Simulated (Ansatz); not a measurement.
Ansatz (a program for electronic structure) input (HF/6-31G*):

Ansatz 0.2 input:
```yaml
crystal:
  periodic: [false, false, false]
  atoms:
    - {symbol: B, position_ang: [-0.43661856, -0.76965890, -1.10615477]}
    - {symbol: H, position_ang: [0.34896007, -1.70157442, -1.19043560]}
    - {symbol: P, position_ang: [0.13753784, 0.31066680, 0.28713562]}
    - {symbol: H, position_ang: [-0.92010685, 1.04893702, 0.86718458]}
    - {symbol: H, position_ang: [0.69117203, -0.15907006, 1.54699049]}
basis:
  gaussian:
    orbitals: 6-31G*
hamiltonian:
  xc: {name: HF}
total_charge: -1
relax: {f_tol: 0.003, max_steps: 120}
```

Task: Predict the final energy.

Result: -367.01914 Eh.
